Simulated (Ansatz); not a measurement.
```yaml
crystal:
  periodic: [false, false, false]
  atoms:
    - {symbol: N, position_ang: [-1.017022, 0.377097, 1.260312]}
    - {symbol: B, position_ang: [-0.163498, 0.073638, 0.381450]}
    - {symbol: C, position_ang: [0.650012, -0.876618, -0.265733]}
    - {symbol: C, position_ang: [0.539053, 0.441419, -0.777381]}
    - {symbol: Br, position_ang: [-0.333379, 0.691222, -2.298504]}
    - {symbol: H, position_ang: [-1.310514, -0.216278, 1.907041]}
    - {symbol: H, position_ang: [-1.426716, 1.206659, 1.293318]}
    - {symbol: H, position_ang: [0.206355, -1.607147, -0.784893]}
    - {symbol: H, position_ang: [1.562264, -1.128445, 0.055131]}
    - {symbol: H, position_ang: [1.369898, 0.991350, -0.767980]}
basis:
  gaussian: {orbitals: aug-cc-pVTZ, fitting: {mean_field: def2-universal-jkfit}}
hamiltonian: {xc: {name: PBE-QIDH}}
accuracy: high
output: {forces: true}
```

```sh
$ ansatz run in.yaml --threads 4 --pin off --events-out ev --progress --plain --max-ram 10444MiB
```

Output, abridged:

```
Functional definition: PBE-QIDH
658 factors; integrals over basis functions are off by at most 8.3e-1 eV
mean field evaluation 1: about -74328.5615 eV, gradient 6.6e1 eV
mean field evaluation 2: about -74328.5598 eV, gradient 6.6e1 eV
mean field evaluation 4: about -74337.3412 eV, gradient 4.9e0 eV
mean field evaluation 8: about -74337.4015 eV, gradient 9.9e-2 eV
mean field evaluation 16: about -74337.4016 eV, gradient 2.5e-5 eV
mean field -74337.40156677 eV, -2731.8491198782 hartree, gradient 3.4e-8 eV, S^2 0.000000; 0 other end points of the search recorded, 0 dependent functions left out
13 core orbitals not correlated: weight in the atoms' cores, before any rotation towards them, 1.000 or more for the frozen orbitals, at most 0.000 for the correlated occupied ones
reference -74337.40156872 eV, -2731.8491199501 hartree; 19, 19 occupied and 326, 326 virtual orbitals, 658 factors
second order -26.80217328 eV of doubles, -0.00000000 eV of singles
Total energy: -74346.33562648 eV, -2732.1774405170 hartree
Atom 0 at    -1.017022     0.377097     1.260312 Å, force    -1.426134     0.570215     1.631653 eV/Å
Atom 1 at    -0.163498     0.073638     0.381450 Å, force     0.617815    -0.144339     0.411943 eV/Å
Atom 2 at     0.650012    -0.876618    -0.265733 Å, force     1.029051    -2.540298     0.275637 eV/Å
Atom 3 at     0.539053     0.441419    -0.777381 Å, force     0.515361     1.964457    -1.960484 eV/Å
Atom 4 at    -0.333379     0.691222    -2.298504 Å, force    -2.012995     0.666312    -3.480139 eV/Å
Atom 5 at    -1.310514    -0.216278     1.907041 Å, force    -1.532437    -2.950931     3.279701 eV/Å
Atom 6 at    -1.426716     1.206659     1.293318 Å, force    -2.084658     4.176065     0.248520 eV/Å
Atom 7 at     0.206355    -1.607147    -0.784893 Å, force    -1.572473    -2.762428    -1.878840 eV/Å
Atom 8 at     1.562264    -1.128445     0.055131 Å, force     3.315586    -1.039611     1.236259 eV/Å
Atom 9 at     1.369898     0.991350    -0.767980 Å, force     3.150883     2.060559     0.235752 eV/Å
Dipole moment:    -0.075155    -0.009182     0.642510 e Å
```

It took 24 s on 4 threads of an Intel Xeon 6975P-C on a shared host, with 1 GiB of host memory at the peak.
